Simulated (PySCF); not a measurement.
**Electronic absorption of C3H12O2Si2**

Compound: C3H12O2Si2.
SMILES: `CCCO[SiH2]O[SiH3]`

Theory: PySCF, TDDFT PBE0/def2-SVPD, vertical, gas phase, core orbitals frozen in the response. Isolated species at its GFN2-xTB geometry (one conformer only). Torsions of this conformer, `[CH3:1][CH2:2][CH2:3][O:4][SiH2:5][O:6][SiH3:7]`: C1–C2–C3–O4 177°, C2–C3–O4–Si5 67°, C3–O4–Si5–O6 39°, O4–Si5–O6–Si7 2°.

Task: Predict the UV-vis stick spectrum at this level.

Result: 

```tsv
state	E (eV)	λ (nm)	f	|μ| (D)	main configurations (H = HOMO, L = LUMO)
S1	6.87	180.5	0.0034	0.36	H→L (93%)
S2	7.30	169.8	0.0045	0.40	H-1→L (90%)
S3	7.46	166.3	0.0022	0.28	H-2→L (80%), H→L+1 (8%)
S4	7.63	162.5	0.019	0.82	H→L+1 (34%), H→L+2 (32%), H→L+3 (11%)
S5	7.80	158.9	0.013	0.67	H→L+1 (49%), H→L+2 (35%)
S6	8.01	154.9	0.020	0.81	H→L+4 (40%), H-3→L (20%), H-1→L+1 (18%)
S7	8.05	154.1	0.0056	0.43	H→L+4 (30%), H-1→L+1 (26%), H-3→L (24%)
S8	8.16	151.9	0.0059	0.44	H→L+5 (54%), H→L+3 (25%)
```

Triplets, Tamm–Dancoff:

```tsv
state	E (eV)	λ (nm)	main configurations (H = HOMO, L = LUMO)
T1	6.67	185.9	H→L (79%), H-2→L (12%)
T2	7.00	177.2	H-1→L (78%), H-3→L (12%)
T3	7.16	173.3	H-2→L (62%), H→L (9%)
```

The lowest singlet lies at 6.87 eV (180 nm, vacuum ultraviolet) and is very weak; its leading configuration is HOMO→LUMO (93%). The largest oscillator strength of a single state is 0.020. Löwdin shares by element: HOMO oxygen 35% or more, silicon 14% or more, hydrogen 11% or more, carbon 8% or more (atoms not listed hold the other 33%); LUMO silicon 42%, hydrogen 18% or more (atoms not listed hold the other 40%). The listed states span 1.29 eV, and the widest gap between neighbours is 0.43 eV (S1 to S2). The oscillator strengths of these states sum to 0.074; summed over the whole spectrum of an exact calculation they would give the number of electrons, 74 (Thomas–Reiche–Kuhn). Weighted by f, the mean energy of these states is 7.78 eV. No computed singlet lies in the visible range (380 to 750 nm); the lowest, at 180 nm, stands 3.61 eV above its violet end (3.26 eV). The window holds the lowest 8 singlets.

Hardware: Arm Neoverse V1, one thread, shared host. Cost: 67 s wall, 0.98 GiB resident at most.

Without π bonds the low states are Rydberg-like; a valence basis with one diffuse set may place them up to an eV too high.
